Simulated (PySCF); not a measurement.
# Excited states of N⁵⁺ (nitrogen, charge +5)

Ground state 1s2, ¹S. Calculation: PySCF 2.14, in x2c-TZVPall with one added diffuse shell each of s, p, d type (6s4p3d1f, 40 functions); the spin-free X2C one-electron Hamiltonian (Gaussian nucleus). Vertical excitation energies in eV without spin-orbit coupling; excited terms of each kind are numbered among those the solver found. Frozen: nothing.

```
 term  leading excitation  EOM-EE-CCSD
 1 3S              1s → s       419.94
 1 1S              1s → s       426.09
1 3P°              1s → p       426.64
1 1P°              1s → p       430.58
 2 3S              1s → s       494.63
 2 1S              1s → s       496.23
2 3P°              1s → p       496.39
 1 3D              1s → d       497.34
 1 1D              1s → d       497.37
2 1P°              1s → p       497.58
 2 3D              1s → d       521.25
 2 1D              1s → d       521.27
```

Only the lower part of the computed list is shown. Doubly excited terms such as np² are absent. The solver can miss terms.
